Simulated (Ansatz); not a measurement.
Cl3H3OSi2 can be A, `Cl[SiH2]O[SiH](Cl)Cl`, or B, `O[SiH](Cl)[SiH](Cl)Cl`.

Gas-phase electronic energies from Ansatz, PBE0-D4/def2-TZVP geometries. CCSD(T)/CBS is the MP2 limit (def2-TZVPP, def2-QZVPP) plus CCSD(T) − MP2 in def2-TZVPP, frozen cores. Functionals use def2-TZVPP. B3LYP here is the variant with VWN-RPA as its local correlation; programs differ in this. Each species was taken in one conformer, which may not be the lowest.

**Question.** Which isomer does CCSD(T)/CBS put lower? Give the gap. (Best estimate.)

**Answer.** The calculation gave: A, by 31.9 kcal/mol.

**Question.** Give E(B) − E(A) in kcal/mol with ωB97M-V, MP2/def2-TZVPP, HF/def2-TZVPP, B3LYP, CCSD(T)/def2-TZVPP, CCSD/def2-TZVPP, PBE0-D4. (An estimate is asked.)

**Answer.** The calculation gave: ωB97M-V 32.3, MP2/def2-TZVPP 33.7, HF/def2-TZVPP 38.7, B3LYP 31.5, CCSD(T)/def2-TZVPP 32.6, CCSD/def2-TZVPP 33.6, PBE0-D4 27.4. None reverses the order clearly.

Largest T1 diagnostic: 0.011.

In def2-TZVPP, CCSD(T) changes the Hartree–Fock value by −6.1 kcal/mol (the triples alone add −1.0 kcal/mol) and MP2 by −4.9 kcal/mol. From PBE to PBE0 (25 % exact exchange), in def2-TZVPP and without D4, E(B) − E(A) moves by +2.7 kcal/mol.
